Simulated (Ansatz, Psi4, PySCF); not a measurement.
disilane (H6Si2), singlet, at a GFN2-xTB geometry. Base run: PySCF with CAMB3LYP/6-311G**.

Here is a job for PySCF.
```python
from pyscf import gto, scf, dft

mol = gto.M(
    atom='''
Si    0.015213   -0.006105    1.152508
Si   -0.015213    0.006105   -1.152508
H     0.043456    1.344929    1.720635
H    -1.160314   -0.668120    1.725860
H     1.184723   -0.704045    1.694715
H    -0.014161   -1.345061   -1.721022
H    -1.199486    0.678738   -1.694654
H     1.145782    0.693558   -1.725534
''',
    basis='6-311g**',
    charge=0,
    spin=0,
    verbose=3,
)

mf = dft.RKS(mol)
mf.xc = 'camb3lyp'
mf.kernel()
```

The same geometry, method and basis name were run in Ansatz (a program for electronic structure) and Psi4 and PySCF, at each program's defaults and at the settings that a row names. The base is PySCF at its defaults. Differences at the defaults can come from grids, fitting, cores and function types together.

| code and settings | ΔE vs base (µEh) | basis functions | E (Eh) | SCF cycles |
|---|---|---|---|---|
| PySCF, defaults (exact integrals, its default grid, spherical functions) | 0.0 | 88 | -582.59126 | 8 |
| Psi4, defaults (density fitting with its default set, its default grid, spherical functions) | -45.2 | 88 | -582.59131 | 7 |
| Ansatz, defaults (factorised integrals, its default grid, Cartesian functions) | -905 | 90 | -582.59217 | - |
| PySCF, density fitting with def2-universal-jkfit | -65.9 | 88 | -582.59133 | 8 |
| PySCF, fine grid | 0.1 | 88 | -582.59126 | 8 |
| Psi4, exact integrals, spherical functions, fine grid | 0.2 | 88 | -582.59126 | 9 |
| Ansatz, high accuracy, Cartesian functions as the basis file defines them | -910 | 90 | -582.59217 | - |
